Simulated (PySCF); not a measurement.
Bonds (- single, = double, # triple, : aromatic): C1-C2, C2-C3, C3#N4, N4-B5, B5-N6, N6-Si7, N6-Si8. C1 carries H9, H10, H11; C2 carries H12, H13; B5 carries H14, H15; Si7 carries H16, H17, H18; Si8 carries H19, H20, H21. Formal charges: N4 +1, B5 -1.

Level of theory: geometry from PBE0-D3(BJ)/def2-SVP, shieldings: GIAO CAM-B3LYP/pcSseg-1, in PySCF (no solvent, rapidly exchanging positions averaged, non-relativistic Hamiltonian, single conformer).

δ = σ(ref) − σ, references computed at the same level: TMS for ¹³C (σ = 182.45 ppm) and ¹H (σ = 31.33 ppm) and ²⁹Si (σ = 343.41 ppm); ¹⁵N (σ = 267.29 ppm) against NH3; ¹¹B (σ = 99.35 ppm) against BF3·OEt2.

```csv
atoms,nucleus,count,δ (ppm)
C1,¹³C,1,11.1
H14/H15,¹H,2,2.98
C3,¹³C,1,123.0
H9/H10/H11,¹H,3,1.47
B5,¹¹B,1,-16.1
Si7/Si8,²⁹Si,2,?
N6,¹⁵N,1,?
H16/H17/H18/H19/H20/H21,¹H,6,?
H12/H13,¹H,2,2.38
C2,¹³C,1,11.7
N4,¹⁵N,1,242.2
```

Complete the table.

Answers


- H16/H17/H18/H19/H20/H21: 4.56 ppm, hydrogen on a silicon bonded to N
- N6: 2.3 ppm, nitrogen bonded to B, 2 Si
- Si7/Si8: -51.6 ppm, silicon bonded to N, 3 H

Hydrogens on boron are broadened and split by ¹¹B (spin 3/2, 80 %) and 10B (spin 3). Shifts are as computed, not scaled to solution data. Of 1211 compounds with measured shifts, 218 miss one by over three times the rms of a fit or turn the order of signals round; such compounds aren't used in these exercises. Experimental scales use liquid or dissolved standards, which lie at an offset from isolated NH3 (liquid NH3: subtract about 20 ppm). Unscaled 15N shifts of sp2 nitrogen come out 20 to 40 ppm too high even then.
